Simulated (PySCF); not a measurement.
C5H10OSi.
SMILES with atom numbers: `[O:1]=[CH:2][SiH2:3][CH:4]1[CH2:5][CH2:6][CH2:7]1`

Structure used (GFN2-xTB), in Å, numbered top down from 1:
```
atom  x, y, z in Å
O1     3.3739   -1.2051    0.1151
C2     2.8251   -0.2261    0.5528
Si3    1.3709    0.6742   -0.3166
C4    -0.1814    0.3642    0.7376
C5    -0.7475   -1.0702    0.6568
C6    -1.8778   -0.5548   -0.2427
C7    -1.4883    0.8865    0.1072
H8     3.1697    0.1899    1.5271
H9     1.6908    2.1066   -0.3256
H10    1.2269    0.1326   -1.6664
H11   -0.0251    0.7139    1.7612
H12   -0.0979   -1.8266    0.2194
H13   -1.1056   -1.4359    1.6181
H14   -1.7186   -0.7884   -1.2935
H15   -2.8852   -0.8575    0.0364
H16   -1.3786    1.5676   -0.7346
H17   -2.1580    1.3410    0.8358
```

NICS = −σ at a ghost point: NICS(0) at the centroid of the ring atoms, NICS(1) 1 Å to either side along the normal of their mean plane, zz for the tensor component along that normal. Level: GIAO PBE0/pcSseg-1 (PySCF, non-relativistic, gas phase) on the GFN2-xTB geometry, one conformer.

Ring bond lengths (Å), with Mayer bond orders in brackets: C4–C5 1.544 (1.01), C5–C6 1.534 (1.04), C6–C7 1.533 (1.04), C7–C4 1.542 (1.01).

**Question.** Give the NICS values of each ring in ppm.

**Answer.** 
```json
{"ring": "C4–C5–C6–C7", "type": "4-membered carbocycle; formal bonds all single", "NICS(0)": "1.3", "NICS(1), two faces": "0.9 / -0.1", "NICS(1)zz, two faces": "4.7 / 4.3", "rms pucker (Å)": "0.08", "centre to ring atoms, mean (Å)": "1.08"}
```

**Question.** What can be read from them?

**Answer.** 
- C4–C5–C6–C7: mean NICS(1)zz 4.5 ppm, deshielded. C4, C5, C6, C7 have four or more neighbours; no verdict on aromaticity is drawn.

**Question.** What is the mean of the two in-plane components of NICS at the first NICS(1) probe listed for ring C4–C5–C6–C7, 1 Å off the ring?

**Answer.** The isotropic value is a third of the trace: (3 × 0.9 − (4.7))/2 = -1.0 ppm.
